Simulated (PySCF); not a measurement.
Estimate the missing entries of this data sheet.

Compound: C5H8OS.
SMILES: `O=[S@@]1CCC(C)=C1`

| property | level | value |
| --- | --- | --- |
| point group of the GFN2-xTB geometry | GFN2-xTB | C1 |
| rotational constants A, B, C of the GFN2-xTB geometry | GFN2-xTB | ? |
| dipole moment | PBE0/def2-SVPD | 4.75 D |
| HOMO energy | PBE0/def2-SVPD | -6.58 eV |
| LUMO energy | PBE0/def2-SVPD | -0.60 eV |
| lowest singlet excitation | TDDFT PBE0/def2-SVPD | 4.55 eV (273 nm, f = 0.002) |
| strongest line among the 6 lowest singlet transitions | TDDFT PBE0/def2-SVPD | S6 at 6.53 eV (190 nm, f = 0.183) |
| lowest triplet excitation (Tamm–Dancoff) | TDA PBE0/def2-SVPD | 4.22 eV |
| static isotropic polarisability | PBE0/def2-SVPD | ? |
| electronic spatial extent ⟨r²⟩ about the centre of nuclear charge | PBE0/def2-SVPD | ? |
| 13C chemical shifts (computed TMS as zero) by class | GIAO PBE0/pcSseg-1 | ? |
| 1H chemical shifts (computed TMS as zero) by class | GIAO PBE0/pcSseg-1 | 6.64 (1 H), 3.66 (1 H), 2.70 (1 H), 2.43 (1 H), 2.31 (1 H), 2.13 (3 H) ppm |
| isotropic shieldings of nuclei other than C and H, by class | GIAO PBE0/pcSseg-1 | 249 (1 O), 117 (1 S) ppm |

Electronic properties: PySCF, gas phase, density fitting. NMR classes are plain means over equivalent atoms (diastereotopic ones count apart unless rotation or inversion swaps them), as if these changed places fast; in this geometry the members of some classes differ.

(1) Give the static isotropic polarisability.

(2) What are the 13C chemical shifts (computed TMS as zero) by class?

(3) The electronic spatial extent ⟨r²⟩ about the centre of nuclear charge?

(4) The rotational constants A, B, C of the GFN2-xTB geometry?

Results:

(1) 81.1 au.

(2) 160.4 (1 C), 142.5 (1 C), 58.1 (1 C), 40.6 (1 C), 20.9 (1 C) ppm.

(3) 902 bohr².

(4) 4.444, 1.689, 1.430 GHz.

The principal polarisabilities are 65.7, 78.9 and 98.8 au; their mean is the isotropic value. The rotational constants make it an asymmetric top with κ = (2B − A − C)/(A − C) = -0.83, nearer the prolate limit (−1). No computed singlet falls in the visible range (750 to 380 nm, 1.65 to 3.26 eV); S1 lies 1.29 eV above its blue end. With B = h/(8π²I), that is 505.379 GHz u Å² over I, the principal moments of inertia are 113.7, 299.2 and 353.5 u Å² (most abundant isotopes).

For the NMR shielding job (PBE0/pcSseg-1), on Arm Neoverse N1, one thread, no GPU, shared host with 64 logical CPUs at a one-minute load of 57, this took 34 s of wall time and 0.75 GiB of memory at its peak.

One conformer stands for the species.
